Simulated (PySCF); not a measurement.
**Polarisability and C₆ of Tc (technetium, neutral)**

[Kr] 4d5 5s2, high-spin 6S determinant. Calculation: PySCF 2.14, in def2-QZVPPD with the def2 core potential (28 electrons) (7s5p4d4f2g, 88 functions); scalar relativity through the core potential. Coupled (time-dependent) response in atomic units; α is the mean over directions.

```csv
method,mean α (bohr³),C₆ (like pair),S(−4)
CAM-B3LYP,80.87,926.4,3190
```

S(−4) is the Cauchy moment in α(ω) = α(0) + S(−4) ω² + …

Reference α: 79 ± 10 bohr³ (recommended; Schwerdtfeger and Nagle, table of static dipole polarizabilities (2023 update)). Published C₆: 939.0 (Gould and Bucko (2016)).

α(iu) at CAM-B3LYP:

```csv
u (hartree),α(iu) (bohr³)
0,80.87
0.0500,73.82
0.100,59.63
0.200,36.49
0.300,24.11
0.500,13.38
0.750,8.224
1.00,5.764
1.50,3.392
2.00,2.256
3.00,1.202
5.00,0.4983
```

A single London oscillator, α(iu) = α/(1 + u²/ω²), gives C₆ = (3/4) ω α². Matching the computed C₆ needs ω = 4 × 926.4 / (3 × 80.87²) = 0.189 hartree.

Energies and moments cover only the electrons outside the core potential.
